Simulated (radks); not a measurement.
Problem. As3+, 30 electrons, occupied as [Ar] 3d10 4s2 (the NIST ground configuration). Calculated with a radial shooting solver on a logarithmic mesh with Libxc functionals: Dirac Kohn-Sham, PBE, spin-unpolarised, spherical densities, finite nucleus; Fermi nuclear charge, rms radius 4.0968 fm. Some entries of the table are withheld. Estimate them.

orbital  occ.  eigenvalue (Ry)  <r^2> (bohr^2)  r(max) (bohr)
1s1/2       2        -863.6689        0.002786        0.02973
2s1/2       2        -111.7719         0.04842            (1)
2p1/2       2              (2)         0.03745         0.1342
2p3/2       4              (3)         0.03893         0.1373
3s1/2       2        -16.51145          0.4121         0.5217
3p1/2       2        -12.59990          0.4365            (4)
3p3/2       4        -12.23034          0.4516            (5)
3d3/2       4         -5.53757          0.5632            (6)
3d5/2       6         -5.48358          0.5707            (7)
4s1/2       2         -3.26518           3.439          1.532

Solution. 
(1) 2s1/2 r(max) (bohr): 0.1701
(2) 2p1/2 eigenvalue (Ry): -100.1353
(3) 2p3/2 eigenvalue (Ry): -97.44736
(4) 3p1/2 r(max) (bohr): 0.5153
(5) 3p3/2 r(max) (bohr): 0.5238
(6) 3d3/2 r(max) (bohr): 0.4750
(7) 3d5/2 r(max) (bohr): 0.4778
